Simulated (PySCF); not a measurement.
Compound: AuCl3(PH3) (singlet state).
Bonds: Au1–Cl2, Au1–Cl3, Au1–Cl4, Au1–P5. Hydrogens: H6, H7, H8 on P5.

Method: PBE0-D3(BJ)/def2-SVP geometry optimisation, gas phase, def2 core potentials past Kr in PySCF.

Problem. How far are the bound atoms from Au1?

Solution. 4 atoms: Cl3 2.296 Å, Cl4 2.308 Å, P5 2.310 Å, Cl2 2.326 Å. The nearest atom not counted as bound is H7, at 3.16 Å (others tie with it).

Problem. List the angles at Au1.

Solution. 
```
      angle  degrees  distance of the outer atoms (Å)
 Cl3–Au1–P5    176.9                             4.60
Cl2–Au1–Cl4    173.6                             4.63
Cl2–Au1–Cl3     93.8                             3.38
Cl3–Au1–Cl4     92.6                             3.33
 Cl4–Au1–P5     90.6                             3.28
 Cl2–Au1–P5     83.0                             3.07
```

Problem. What is the shape at Au1?

Solution. Square planar: angles from 83.0° to 176.9°; τ4 = (360° − α − β)/141° = 0.07 with α and β the two widest (0 for a square, 1 for a tetrahedron). The Au–Cl distances aren't all alike: 2.296 to 2.326 Å.

Problem. What are the other bond lengths?

Solution. P5–H6, P5–H7, P5–H8 1.411 Å.

Problem. What are the rotational constants (commonest isotopes, rigid rotor)?

Solution. A = 1388, B = 1285, C = 671.5 MHz: an asymmetric top.

Point group: Cs (every atom within 0.08 Å of its image). Charge 0, singlet. Not checked by PBE0-D3(BJ)/def2-SVP frequencies.

The run took 48 s on one thread, Arm Neoverse V2 (aarch64), on a shared host, and the process peaked at 0.45 GiB of memory. That covers the optimisation of the geometry.
